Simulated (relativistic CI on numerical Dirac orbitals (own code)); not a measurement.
A reference radial Dirac CI calculation of Co II gave the lowest total energy -1390.96195 Ha in 60 SCF steps, from this input:

```
atom Co  Z=27  charge=1  electrons=26
nucleus A=59  rms_radius_fm=3.7875
hamiltonian dirac-coulomb  breit=on  qed=on  c_scale=1
orbitals kli  potential=per-configuration
slater_scale 1
correlation none
mixing on
grid step=0.0125 r_max=74.5
scf mixing=0.4 start=green max_iterations=150 tolerance=2e-08 node_fill=0.05
configurations
  [Ar] 3d8
  [Ar] 3d7 4s
  [Ar] 3d7 4p
  [Ar] 3d6 4s2
  [Ar] 3d7 4d
end
```

One setting was then changed, and the output read:

```
SCF 1: [Ar] 3d8
 iter      energy (Ha)   residual   last orbital (Ha)
    1     -1385.826016   1.39e+00     -2.06159
    2     -1391.589393   2.89e-01     -0.87326
    3     -1391.714236   1.03e-01     -0.72606
    4     -1391.736266   7.22e-02     -0.75314
    5     -1391.747739   1.42e-02     -0.71557
    6     -1391.747336   3.37e-03     -0.70359
    7     -1391.747440   1.91e-03     -0.70463
    8     -1391.747583   3.43e-04     -0.70620
    9     -1391.747559   8.97e-05     -0.70589
   10     -1391.747564   2.29e-07     -0.70596
   11     -1391.747564   2.32e-07     -0.70596
   12     -1391.747564   1.16e-08     -0.70596
SCF 2: [Ar] 3d7 4s
 iter      energy (Ha)   residual   last orbital (Ha)
    1     -1387.315465   1.26e+00     -0.90153
    2     -1391.536210   3.08e-01     -0.66867
    3     -1391.690960   9.78e-02     -0.60358
    4     -1391.719979   7.03e-02     -0.58411
    5     -1391.726123   2.01e-02     -0.57475
    6     -1391.725538   6.93e-04     -0.56970
    7     -1391.725536   9.59e-04     -0.56941
    8     -1391.725616   1.68e-04     -0.56960
    9     -1391.725607   6.31e-06     -0.56956
   10     -1391.725606   1.99e-07     -0.56956
   11     -1391.725606   7.95e-08     -0.56956
   12     -1391.725606   2.48e-08     -0.56956
   13     -1391.725606   7.25e-10     -0.56956
SCF 3: [Ar] 3d7 4p
 iter      energy (Ha)   residual   last orbital (Ha)
    1     -1387.202698   1.26e+00     -0.60486
    2     -1391.358266   3.07e-01     -0.44813
    3     -1391.516050   9.94e-02     -0.40848
    4     -1391.544941   6.17e-02     -0.39544
    5     -1391.549646   1.74e-02     -0.39044
    6     -1391.548855   5.89e-03     -0.38668
    7     -1391.549341   1.07e-03     -0.38736
    8     -1391.549299   3.27e-04     -0.38725
    9     -1391.549282   1.57e-05     -0.38722
   10     -1391.549282   8.64e-06     -0.38721
   11     -1391.549282   1.94e-07     -0.38721
   12     -1391.549282   1.61e-08     -0.38721
SCF 4: [Ar] 3d6 4s2
 iter      energy (Ha)   residual   last orbital (Ha)
    1     -1388.320559   1.12e+00     -0.90153
    2     -1391.303253   3.20e-01     -0.70130
    3     -1391.495713   9.18e-02     -0.63922
    4     -1391.524009   4.83e-02     -0.62884
    5     -1391.526126   1.43e-02     -0.62316
    6     -1391.525496   2.64e-03     -0.61948
    7     -1391.525667   2.12e-04     -0.61991
    8     -1391.525681   7.90e-05     -0.62002
    9     -1391.525678   1.94e-06     -0.62000
   10     -1391.525678   1.12e-06     -0.62000
   11     -1391.525678   1.16e-08     -0.62000
SCF 5: [Ar] 3d7 4d
 iter      energy (Ha)   residual   last orbital (Ha)
    1     -1387.226894   1.23e+00     -0.25926
    2     -1391.172757   3.08e-01     -0.22091
    3     -1391.342703   9.93e-02     -0.21129
    4     -1391.368770   4.88e-02     -0.20820
    5     -1391.371871   8.32e-03     -0.20712
    6     -1391.371439   3.21e-03     -0.20652
    7     -1391.371656   5.18e-04     -0.20655
    8     -1391.371620   1.69e-04     -0.20654
    9     -1391.371631   1.32e-05     -0.20654
   10     -1391.371631   5.85e-06     -0.20654
   11     -1391.371631   5.54e-08     -0.20654
   12     -1391.371631   6.17e-09     -0.20654
orbital energies (Ha): 2s -33.3262  2p1/2 -28.9516  2p3/2 -28.4073  3s -4.1537  3p1/2 -2.8504  3p3/2 -2.7850  3d3/2 -0.7124  3d5/2 -0.7060
configuration averages (Ha): Dirac-Coulomb, Breit, QED
  3d8                          -1391.747564    0.530813    0.356023
  3d7 4s                       -1391.725606    0.531305    0.356264
  3d7 4p                       -1391.549282    0.531221    0.356078
  3d6 4s2                      -1391.525678    0.531888    0.356569
  3d7 4d                       -1391.371631    0.531059    0.356073
levels: no., configuration, term, J, E (cm-1), weight
   1 3d7 4s                 5F   5                0.0  1.00
   2 3d7 4s                 5F   4              665.7  1.00
   3 3d7 4s                 5F   3             1187.5  1.00
   4 3d7 4s                 5F   2             1571.7  1.00
   5 3d7 4s                 5F   1             1824.3  1.00
   6 3d7 4s                 3F   4            11237.1  1.00
   7 3d7 4s                 3F   3            12108.7  1.00
   8 3d7 4s                 3F   2            12725.8  1.00
   9 3d8                    3F   4            13480.9  0.99
  10 3d8                    3F   3            14381.5  0.99
  11 3d8                    3F   2            15015.5  0.99
  12 3d7 4s                 5P   3            22279.0  1.00
  13 3d7 4s                 5P   2            22546.0  0.99
  14 3d7 4s                 5P   1            22824.4  0.99
lowest total energy -1390.986012 Ha
end: converged
```

Problem. Which setting was changed?
A. Breit term
B. Slater scale
C. speed of light
D. configuration list

Solution. B. The Slater scale 1.2.
